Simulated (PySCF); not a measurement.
# Er(OH)3(NH3) at several levels of theory

Computed with PySCF 2.14.0 (density fitting, no spin-orbit coupling) at the geometry relaxed with PBE0:

```xyz
11
Er(OH)3(NH3) (singlet in the valence; each metal's 4f electrons, 11 of them, lie in its core potential, out of spins and levels)
Er    0.1501   -0.1975    0.2465
O     1.1620    1.3015    1.1930
H     1.6807    1.9311    1.6881
O    -1.3993   -1.0952    1.2268
H    -2.0500   -1.5618    1.7466
O     1.1024   -1.2312   -1.2344
H     1.6028   -1.7564   -1.8543
N    -1.2220    1.2458   -1.2250
H    -1.8166    1.8775   -0.6875
H    -0.6440    1.8246   -1.8354
H    -1.8358    0.6955   -1.8266
```

| level | basis | state | HOMO (eV) | gap (eV) | charge on Er1 (e) | population of f-type functions on Er1 (polarisation alone where 4f lies in the core) | dipole about the centre of mass (D) | largest force component (eV/Å) |
| --- | --- | --- | --- | --- | --- | --- | --- | --- |
| PBE0 | Er lcecp-1-SVP with ECP57, O def2-SVP, H def2-SVP, N def2-SVP | singlet | -6.99 | 6.87 | 0.88 | 0.08 | 4.20 | 0.02 |
| M06-L | the same | singlet | -5.51 | 5.60 | 1.05 | 0.07 | 4.05 | 0.21 |
| PBE0 | Er lcecp-1-TZVP with ECP57, O def2-TZVP, H def2-TZVP, N def2-TZVP | singlet | -7.26 | 6.87 | 1.56 | 0.08 | 4.21 | 0.22 |

In the lcecp rows the 4f levels are missing from HOMO and gap, and the state counts the valence alone.

Charges are Mulliken's, which hang on the basis. The relaxation used the grid (50, 194), these runs (75, 302) or, all-electron (x2c bases, spin-free X2C Hamiltonian), (99, 590).

Question: What does B3LYP with Er lcecp-1-SVP with ECP57, O def2-SVP, H def2-SVP, N def2-SVP give here?

Answer: state singlet, HOMO (eV) -6.69, gap (eV) 6.24, charge on Er1 (e) 0.80, population of f-type functions on Er1 (polarisation alone where 4f lies in the core) 0.07, dipole about the centre of mass (D) 4.19, largest force component (eV/Å) 0.13. Time: 8.3 s on 2 threads of Arm Neoverse V1, on a shared host, from an already converged density.

In the first row's basis the gap widens with exact exchange: 5.6 eV for M06-L (none); 6.2 to 6.9 eV for B3LYP, PBE0 (a fixed share).

No frequency check is given that shows the relaxed geometry to be a minimum. An lcecp potential fixes the number of 4f electrons, so in runs with it no electron can move into or out of that shell.
